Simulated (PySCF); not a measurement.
Species: C6H9NS.
Cartesian coordinates in Å at the GFN2-xTB level; atoms count from 1:
```
atom  x, y, z in Å
C1     1.874    0.904    0.030
C2     1.587   -0.517    0.496
C3     0.461   -1.170   -0.316
C4    -0.835   -0.464   -0.133
C5    -1.551    0.263   -1.036
N6    -2.697    0.816   -0.575
C7    -2.888    0.543    0.660
S8    -1.659   -0.442    1.395
H9     0.989    1.528    0.131
H10    2.674    1.343    0.621
H11    2.176    0.908   -1.015
H12    1.303   -0.508    1.551
H13    2.489   -1.124    0.396
H14    0.354   -2.212   -0.003
H15    0.718   -1.156   -1.378
H16   -1.275    0.421   -2.063
H17   -3.729    0.880    1.230
```

Method used: TDDFT wB97X-D/def2-SVPD, vertical, gas phase, core orbitals frozen in the response in PySCF.

Kohn–Sham orbitals with the atoms that hold most of them (Löwdin shares over 4%, at most four atoms; ? is withheld):

| orbital | ε (eV) | atoms |
| --- | --- | --- |
| HOMO-3 | -11.54 | C2 21%, H12 13%, C3 13%, C1 12% |
| HOMO-2 | -9.90 | S8 49%, N6 20%, C4 10%, C7 9% |
| HOMO-1 | -9.72 | ? |
| HOMO | ? | C4 26%, C5 24%, C7 20%, N6 9% |
| LUMO | 0.97 | ? |
| LUMO+1 | 1.85 | S8 66%, C7 8%, C4 8%, H17 5% |
| LUMO+2 | 2.15 | S8 39%, C2 7%, C1 7%, C3 6% |

(1) Give the leading atoms of the HOMO-1.

(2) Which atoms hold the LUMO, and with what shares?

(3) What is the HOMO energy, and the HOMO–LUMO gap?

Answers

(1) N6 (bonded to 2 C) 60%; S8 (bonded to 2 C) 13%; C7 (bonded to N, S and H) 10%; C5 (bonded to C, N and H) 8%. By element: nitrogen 60%, carbon 18% or more, sulfur 13%.

(2) S8 (bonded to 2 C) 24%; C7 (bonded to N, S and H) 23%; C4 (bonded to 2 C and S) 17%; N6 (bonded to 2 C) 15%. By element: carbon 40% or more, sulfur 24%, nitrogen 15%.

(3) ε(HOMO) = -8.85 eV; the gap is 9.82 eV (0.3609 hartree).

Q: The HOMO–LUMO gap is 9.82 eV. Where does the response calculation put the lowest singlet, and from which orbitals?

A: S1 is at 5.46 eV (f = 0.0009), 4.36 eV below the gap, made of HOMO-1→LUMO (95%). Its leading pair isn't HOMO and LUMO; the energies of that pair differ by 10.69 eV. 

Q: Give energy, strength and leading configuration of S1, S2, S3, S4 and S5, and follow the Löwdin shares of the leading atoms from the occupied to the empty orbital.

A: 
- S1 (5.46 eV, f 0.0009), HOMO-1→LUMO (95%): N6 60% → 15%, S8 13% → 24%, C7 10% → 23%
- S2 (5.63 eV, f 0.142), HOMO→LUMO (94%): C4 26% → 17%, C5 24% → at most 16%, S8 at most 9% → 24%, C7 20% → 23%
- S3 (6.12 eV, f 0.0007), HOMO→LUMO+1 (84%): C4 26% → 8%, C5 24% → at most 5%, S8 at most 9% → 66%, C7 20% → 8%
- S4 (6.30 eV, f 0.035), HOMO-2→LUMO (82%): S8 49% → 24%, N6 20% → 15%, C7 9% → 23%
- S5 (6.76 eV, f 0.0003), HOMO-2→LUMO+1 (82%): S8 49% → 66%, N6 20% → at most 5%, C7 9% → 8%

One conformer stands for the species.
